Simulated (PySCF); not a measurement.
**Potential energy of SiI⁺ along the bond**

Set-up: Si def2-TZVPPD, I def2-TZVPPD with ECP28; scalar-relativistic core potentials (PySCF 2.14). Energies in eV from Si⁺ + I in their ground configurations at the same level. State: ¹Σ⁺ (singlet), closed shell.

Curves on a restricted Hartree–Fock reference rise too fast on stretching and do not dissociate correctly.

| R (Å) | RHF-SCS-MP2 | RHF-CCSD(T) | r²SCAN0 | BLYP |
| --- | --- | --- | --- | --- |
| 1.998 | -2.753 |  | -2.831 | -2.660 |
| 2.091 | -3.537 | -3.532 | -3.600 | -3.498 |
| 2.184 | -3.955 | -3.967 | -4.011 | -3.982 |
| 2.253 | -4.093 | -4.119 | -4.148 | -4.175 |
| 2.323 | -4.120 | -4.160 | -4.176 | -4.260 |
| 2.393 | -4.061 | -4.117 | -4.121 | -4.262 |
| 2.486 | -3.886 | -3.966 | -3.952 | -4.171 |
| 2.602 | -3.562 | -3.675 | -3.638 | -3.955 |
| 2.741 | -3.085 | -3.244 | -3.175 | -3.608 |
| 2.927 | -2.389 |  | -2.499 | -3.086 |

Problem. Put a parabola through the three lowest points of the RHF-SCS-MP2 curve and estimate Re, k and ωe (reduced mass 22.92 u; 1 eV/Å² = 0.16022 mdyn/Å; ωe = 1302.8·√(k/μ) cm⁻¹).

Solution. Through R = 2.253, 2.323, 2.393 Å the second-order coefficient is 8.78 eV/Å², so Re ≈ 2.310 Å, k ≈ 2.81 mdyn/Å and ωe ≈ 456 cm⁻¹. A polynomial fit of higher order to the unrounded RHF-SCS-MP2 energies gives Re = 2.307 Å, k = 2.97 mdyn/Å, ωe = 469 cm⁻¹; anharmonicity and rounding make the difference.

The higher-order fit for each curve: RHF-SCS-MP2: Re = 2.307 Å, ωe = 469 cm⁻¹, De = 4.12 eV; RHF-CCSD(T): Re = 2.319 Å, ωe = 455 cm⁻¹, De = 4.16 eV; r²SCAN0: Re = 2.309 Å, ωe = 463 cm⁻¹, De = 4.18 eV; BLYP: Re = 2.359 Å, ωe = 417 cm⁻¹, De = 4.27 eV.

Correlated steps freeze 9 core orbitals. Spin–orbit coupling is left out, which matters for elements this heavy, above all for dissociation energies. For an ion De counts to the pair picked by the measured ionisation energies or electron affinities, which need not be the lowest pair at this level. Where the molecule has an RHF reference, its open-shell atoms are computed with UHF.
